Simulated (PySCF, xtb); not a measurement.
Se(SH)(OSiH3) (H4OSSeSi), SMILES [SiH3]O[Se]S. Other conformers were not sampled.

Harmonic wavenumbers (cm⁻¹) from GFN2-xTB run with xtb at its own minimum, in rising order: 45, 93, 135, 213, 315, 394, 433, 605, 632, 730, 755, 790, 813, 852, 2245, 2270, 2317, 2323.

Problem. What does PBE-D3(BJ)/def2-SVP run with PySCF give at its own minimum? (Estimate from the structure and the level; the computed values follow.)

Solution. 62, 102, 148, 214, 383, 392, 509, 678, 695, 791, 822, 897, 910, 939, 2161, 2170, 2190, 2537. Paired by order, the mean absolute difference is 70 cm⁻¹ and the zero-point energies are 22.8 and 23.7 kcal/mol.
